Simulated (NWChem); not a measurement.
Molecule: BH2Cl; SMILES BCl

**Question.** Give the equilibrium geometry at PBE0-D3(BJ)/def2-TZVP (NWChem) as a Z-matrix, with the point group.

**Answer.** point group C2v; any orientation.
```
B
H 1 1.1900
H 1 1.1900 2 123.74
Cl 1 1.7331 2 118.13 3 180.00
```
